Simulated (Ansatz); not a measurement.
Species: CdI2 (charge +1, doublet). The spin state was set by rule; other spins were not relaxed. 
Geometry from a B3LYP-D3(BJ)/def2-TZVP (Ansatz, a quantum-chemistry and plane-wave program) optimisation:
```
Cd
I 1 2.6376
I 1 2.6376 2 180.00
```
Charge +1, spin multiplicity 2.

Basis-set convergence of Hartree-Fock and CCSD correlation energies (hartree) with Ansatz. Valence correlation only, unless marked. Open shells are spin-unrestricted. Spin-orbit coupling is left out. Frozen are the shells of the preceding noble gas and the d and f shells that filled before the atom's block. Past Kr the def2 sets carry scalar-relativistic core potentials.

```csv
basis,functions,E(HF),"E(corr, CCSD)"
def2-SVP,83,-759.93330,-0.45328
def2-TZVPP,156,…,…
```

Q: What belongs in the gaps?

A: 
- def2-TZVPP, E(HF): -759.99289
- def2-TZVPP, E(corr, CCSD): -0.66978
